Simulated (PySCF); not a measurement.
Compound: C₅H₁₀FOSi (doublet state).
Geometry (GFN2-xTB, Å), atoms numbered from 1 in this order:
```xyz
18
C5H10FOSi angstrom
C      1.905   -0.747    0.861
C      1.626   -0.527   -0.625
Si    -0.114    0.138   -0.983
F     -0.241    0.371   -2.590
C     -1.644   -0.752   -0.272
C     -2.076    0.147    0.829
O     -1.479    1.372    0.977
C     -0.633    1.753   -0.092
H      2.919   -1.112    1.008
H      1.216   -1.476    1.280
H      1.793    0.181    1.416
H      2.363    0.171   -1.028
H      1.772   -1.465   -1.162
H     -2.414   -0.828   -1.050
H     -1.486   -1.766    0.099
H     -2.503   -0.210    1.748
H      0.173    2.344    0.348
H     -1.186    2.411   -0.774
```

The hyperfine couplings belong to this conformer and change with its torsions.

Identity: `CC[Si@@]1(F)C[CH]OC1` [radical].

Computed, not measured: UKS B3LYP, pcH-1 on C F H O Si, non-relativistic, mean-field spin-orbit, GIAO in PySCF 2.14.0. The structure is a single GFN2-xTB conformer in the gas phase; no vibrational or solvent corrections. A GFN2-xTB geometry isn't a minimum of the functional, and hyperfine couplings can be far from their values at a DFT geometry. No stability test was run, so a lower SCF solution isn't excluded.

(1) What is the g tensor, term by term?

(2) How much does each term add to the isotropic shift?

(3) What are the electron Larmor frequencies g μB B/h along the three axes at 330 mT?

(4) What effective moment and Curie constant follow for a powder?

(5) In a frozen sample, at which fields do the three g values resonate at 9.5, 34, 94 and 263 GHz (hyperfine left aside), and which band first spreads them over more than twice a line width of 0.5 mT?

Answers

(1) 
```csv
Δg (ppm),1,2,3
relativistic mass correction,-196,-196,-196
gauge correction,-8,14,19
orbital Zeeman/spin–orbit,221,1300,2342
total,18,1118,2166
```

So g = 2.00234, 2.00344, 2.00448 and g_iso = 2.00342; the tensor is rhombic: the two nearest values differ by 49 % of g3 − g1. Axes: g3 points within 8° of the O7–C8 bond.

(2) The orbital-Zeeman/spin–orbit term 1288, the mass correction -196 and the gauge correction 8 ppm, for a total of 1101 ppm. The orbital-Zeeman/spin–orbit term is the largest in size. The mass correction is the same along every axis, so the anisotropy comes from the other two: their spans along these axes are 27 (gauge) and 2121 ppm (orbital Zeeman/spin–orbit).

(3) 9.2483, 9.2534, 9.2582 GHz for g1, g2 and g3, a range of 9.9 MHz.

(4) With the mean of g² = 4.0137 and S(S+1) = 0.75: μ_eff = √(⟨g²⟩S(S+1)) = 1.735 μB and χT = 0.12505·⟨g²⟩·S(S+1) = 0.376 cm³ K/mol (cgs; spin-Hamiltonian part alone).

(5) 
```json
{"band": "X", "GHz": "9.5", "B(g3) mT": "338.62", "B(g2) mT": "338.79", "B(g1) mT": "338.98", "spread mT": "0.36"}
{"band": "Q", "GHz": "34.0", "B(g3) mT": "1211.89", "B(g2) mT": "1212.53", "B(g1) mT": "1213.19", "spread mT": "1.30"}
{"band": "W", "GHz": "94.0", "B(g3) mT": "3350.53", "B(g2) mT": "3352.28", "B(g1) mT": "3354.12", "spread mT": "3.59"}
{"band": "J", "GHz": "263.0", "B(g3) mT": "9374.36", "B(g2) mT": "9379.26", "B(g1) mT": "9384.41", "spread mT": "10.05"}
```

The spread grows in proportion to the frequency. Q band is the first where it exceeds 1.0 mT.

The Mulliken spin populations are largest on C6 (+0.88), O7 (+0.13) and C5 (-0.07). C6 is the only atom above +0.15. The positive populations add up to 1.12 and the negative ones to -0.12, together 2S = 1. The angles at C6 add up to 355.0°, so it is nearly planar; its axial dipolar tensor and the negative coupling of its proton fit spin in a p orbital normal to that plane.

The HOMO–LUMO gaps are 4.73 eV among the α and 7.19 eV among the β orbitals.
